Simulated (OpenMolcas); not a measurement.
Mo III.

| Property | Result |
| --- | --- |
| Program | OpenMolcas 26.06 |
| Method | CASSCF |
| Basis | ANO-RCC-VTZP [7s6p4d2f1g] |
| Scalar Hamiltonian | DKH2, point nucleus |
| Active space | 4 electrons in 5 orbitals (4d) |
| State averaging | 2S+1 = 5 even, 5 roots; 2S+1 = 3 even, 45 roots; 2S+1 = 1 even, 50 roots |
| Spin-orbit coupling | state interaction with AMFI integrals over the reference wave functions, term energies averaged over their components |

Levels without dynamic correlation, in cm⁻¹ above 4d⁴ ⁵D₀:

| Level | E |
| --- | --- |
| 4d⁴ ³H₄ | 15831 |
| 4d⁴ ³P₀(1) | 16248 |
| 4d⁴ ³F₃(1) | 18336 |
| 4d⁴ ³G₃ | 20205 |

On this reference, MS-CASPT2, IPEA 0.25 Eh, imaginary shift 0.1 Eh (closed shells correlated: 4s 4p) puts 4d⁴ ³H₄ at 13690 cm⁻¹.

**Question.** Estimate the other levels at that method by one scale factor, and say how well it serves.

**Answer.** The factor is 13690 / 15831 = 0.865. Scaled values beside those that MS-CASPT2 gives and measured ones (Sugar and Musgrove, J. Phys. Chem. Ref. Data 17, 155 (1988)):
```csv
Level,Scaled,MS-CASPT2,Miss (%),Measured
4d⁴ ³P₀(1),14055,12190,+15.3,11149
4d⁴ ³F₃(1),15861,15060,+5.3,13948
4d⁴ ³G₃,17477,17010,+2.7,15871
```
For these levels the scaled values miss MS-CASPT2 by up to 15.3 %, as correlation changes each term by its own factor, spin-orbit parts do not scale and CASPT2 has its own spread within terms. This holds within one configuration; levels of others move differently, and the target method has errors of its own against measurement.

Term energies are means over components that CASPT2 splits; among the terms shown or strongly mixed into the levels shown the widest spread is 370 cm-1 (4d⁴ ³H, MS-CASPT2). Levels of configurations with an s electron are missing; early in the row they begin among the upper levels of the d shell and mix with terms of their name. Without dynamic correlation excited terms often stand tens of per cent too high (terms of higher spin than the ground term too low), and those without a measured partner can miss by more than the paired ones (holds for CASSCF). The CASPT2 spread within a term exceeds the gap to the next term for 4d⁴ ³P(1) and 4d⁴ ³H, so the order of their levels is uncertain (holds for MS-CASPT2). Measured partners are found by configuration, term and J. A level has none where our copy of the source lacks it or the pairing is in doubt (some pairs that miss far off the trend of their configuration count as doubtful), and it then counts in no deviation. Only configurations of the active space appear.

A number in round brackets counts repeated terms of one configuration in the order of the reference energies.
